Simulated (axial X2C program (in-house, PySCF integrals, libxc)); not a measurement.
Working with the constants of CsAs

A bond curve at the CCSD(T) level, two-component, was computed with an axial X2C code built on PySCF integrals (basis Cs dyall-cv3z [15s15p9d4f1g], As dyall-cv3z [9s9p6d4f1g] (cores contracted in-house)) for the state Ω = 1 (⟨Sz⟩ = 0.97, ⟨Lz⟩ = 0.03 at HF). Its fit gives Re = 3.4141 Å, ωe = 115.7 cm⁻¹, ωexe = 0.292 cm⁻¹ and αe = 1.022e-04 cm⁻¹; the masses are 132.9054 and 74.9216 u. Two-component means X2C with spin–orbit coupling and atomic mean-field Coulomb and Gaunt terms.

Correlated methods: 14 electrons correlated (number of frozen shells: Cs 4 s, 3 p, 2 d; As 3 s, 2 p, 1 d), 330 virtual spin orbitals or spinors in MP2, 90 natural virtuals in coupled cluster.

(1) Find the reduced mass, Be and the force constant.

(2) Where do the fundamental and the first overtone lie?

(3) Estimate De from a Morse curve and compare with the computed well depth of 1.037 eV to Cs + As.

(4) Estimate the centrifugal constant by the Kratzer relation.

(5) A Morse curve ties αe to the other constants (Pekeris). How well does that hold?

The state is one determinant whose occupation by symmetry is held fixed; it was picked as the lowest of a PBE0 search that is not exhaustive. Dissociation energies refer to the lowest single-determinant-based atoms at the same level and basis. CCSD and (T) use frozen natural virtuals with an MP2 correction for the truncation; (T) itself is uncorrected, so its De runs slightly low. Other states lie close and PBE0, whose exact exchange favours high spin, may order them wrongly; the determinant shown need not be the ground state. The nearest other 2c determinant of the search, Ω = 2, lies 0.27 eV up at the distance of the search. With several unpaired electrons one determinant need not be a pure state. Open-shell Ω = 0 determinants with evenly filled partner blocks cannot be reached by this program, so the Ω shown need not be the lowest component. This is the Ω = 1 component of a π² triplet; the 0⁺ component is not one determinant and can lie lowest.

Results:

(1) From the CCSD(T) values: μ = 47.9124 u. Be = 16.8576/(μ Re²) = 0.03019 cm⁻¹. k = 5.8918×10⁻⁷ μ ωe² = 0.378 mdyn/Å.

(2) ν(1←0) = ωe − 2ωexe = 115.1 cm⁻¹; ν(2←0) = 2ωe − 6ωexe = 229.6 cm⁻¹.

(3) De(Morse) = ωe²/(4ωexe) = 1.421 eV against 1.037 eV computed, a ratio of 1.37. The extrapolation overshoots: the well softens faster than a Morse curve, or the lowest atomic limit lies below the one to which the curve heads.

(4) D = 4Be³/ωe² = 8.22e-09 cm⁻¹.

(5) αe(Morse) = 6Be²/ωe × (√(ωexe/Be) − 1) = 9.971e-05 cm⁻¹; the CCSD(T) curve gives 1.022e-04 cm⁻¹, a ratio of 0.98.
